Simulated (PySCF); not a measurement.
## From computed data to an observable: oscillator strength and radiative lifetime

C2H5In, SMILES C=[CH][InH2].

Geometry: PBE-D3(BJ)/def2-SVP. The def2 effective core potentials stand for the cores of In; spin–orbit coupling is left out.

TDDFT-PBE0/def2-SVPD in PySCF 2.14.0 puts the first singlet state with f over 0.02 at 5.33 eV (vertical), with the transition dipole (-0.138, 0.818, 0.000) in atomic units.

Problem. Find the oscillator strength, the wavelength and the radiative lifetime that this transition would have in vacuum if emission retraced absorption.

Solution. 
|μ|² = 0.6882 au, so |μ| = 2.11 D. ΔE = 5.33/27.211 = 0.1959 hartree. f = (2/3) ΔE |μ|² = 0.090 (the program prints 0.090).
λ = 1239.84/5.33 = 233 nm; ν = 42989 cm⁻¹.
Einstein's coefficient A = 0.6670 ν² f s⁻¹ (ν in cm⁻¹) = 1.1e8 s⁻¹, so τ = 1/A = 9.0 ns. This state is S3; the lower singlets have f = 0.001, 0.000. The figure is the radiative limit of this one transition; relaxation, internal conversion, crossing to triplets and a medium change what is measured.
